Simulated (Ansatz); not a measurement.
`C#[C][Al]([OH])[CH2]F` → Al• + 3 C• + F• + 4 H• + O•  (atomization)

Gas-phase electronic energies from Ansatz, PBE0-D4/def2-TZVP geometries. CCSD(T)/CBS adds triple-zeta CCSD(T) − MP2 to the extrapolated MP2 energy (def2 sets, frozen cores). This one scheme is used for every species, atoms too. For atomizations the MP2-based limit and the directly extrapolated one differ by several kJ/mol either way, and by 10 to 25 for some Ge, Se and Sn compounds, so smaller differences from it don't rank the levels. DFT in def2-TZVPP. B3LYP here is the variant with VWN-RPA as its local correlation; programs differ in this. HSE06 is defined as in plane-wave codes. Open shells (•) are unrestricted, without spin–orbit coupling. Spin–orbit coupling would lower the free atoms: a little for Al, C, F, O. Each species was taken in one conformer, which may not be the lowest.

`C#[C][Al]([OH])[CH2]F`:

Cartesian coordinates in Å:
```
C -1.156 1.797 -1.876
C -0.657 1.171 -0.969
Al 0.128 0.179 0.451
O 0.505 0.918 1.925
C 0.557 -1.740 0.338
F 0.233 -2.257 -0.919
H -1.596 2.345 -2.679
H 0.349 1.841 2.119
H 0.016 -2.324 1.093
H 1.622 -1.930 0.516
```

| level | ΔE (kJ/mol) | difference from CCSD(T)/CBS |
| --- | --- | --- |
| LDA (SPW92) | 4701.1 | 615.7 |
| PBE-D4 | 4185.7 | 100.3 |
| revPBE-D4 | 4060.4 | -25.0 |
| BLYP-D4 | 4088.1 | 2.7 |
| r2SCAN-D4 | 4091.1 | 5.7 |
| B97M-V | 4080.1 | -5.3 |
| PBE0-D4 | 4073.0 | -12.4 |
| B3LYP-D4 | 4064.6 | -20.8 |
| r2SCAN0-D4 | 3993.5 | -91.9 |
| HSE06-D4 | 4076.6 | -8.8 |
| BHLYP-D4 | 3904.8 | -180.6 |
| CAM-B3LYP-D4 | 4088.1 | 2.7 |
| ωB97X-V | 4071.6 | -13.8 |
| ωB97M-V | 4087.9 | 2.5 |
| B2PLYP | 4045.0 | -40.4 |
| PBE-QIDH | 4046.9 | -38.5 |
| PBE | 4168.2 | 82.8 |
| revPBE | 4010.0 | -75.4 |
| BLYP | 4050.3 | -35.1 |
| r2SCAN | 4086.6 | 1.2 |
| PBE0 | 4058.0 | -27.4 |
| B3LYP | 4036.4 | -49.0 |
| r2SCANh | 4046.5 | -38.9 |
| r2SCAN0 | 3988.2 | -97.2 |
| HSE06 | 4062.6 | -22.8 |
| BHLYP | 3882.5 | -202.9 |
| LC-ωPBE | 4072.1 | -13.3 |
| HF/def2-SVP | 2935.7 | -1149.7 |
| MP2/def2-SVP | 3959.4 | -126.0 |
| CCSD/def2-SVP | 3797.0 | -288.4 |
| CCSD(T)/def2-SVP | 3847.2 | -238.2 |
| HF/def2-TZVPP | 2914.4 | -1171.0 |
| MP2/def2-TZVPP | 4103.0 | 17.6 |
| SCS-MP2/def2-TZVPP | 4044.9 | -40.5 |
| CCSD(T)/def2-TZVPP | 3968.5 | -116.9 |
| HF/def2-QZVPP | 2921.0 | -1164.4 |
| MP2/def2-QZVPP | 4172.4 | 87.0 |
| HF/CBS(def2) | 2922.0 | -1163.4 |
| MP2/CBS(def2) | 4219.9 | 134.5 |
| CCSD/CBS(def2) | 4008.6 | -76.8 |
| CCSD(T)/CBS | 4085.4 | 0 |

Largest T1 diagnostic among the species: 0.018.

At CCSD(T), def2-SVP lies −238.2 kJ/mol from the extrapolated value and def2-TZVPP −116.9 kJ/mol: correlation converges slowly with the basis, and small sets miss more of it in the bonded molecule than in its fragments. From r2SCAN to r2SCAN0 (25 % exact exchange), in def2-TZVPP and without D4, ΔE moves by −98.4 kJ/mol: exact exchange takes away binding that semilocal exchange gives to molecules.
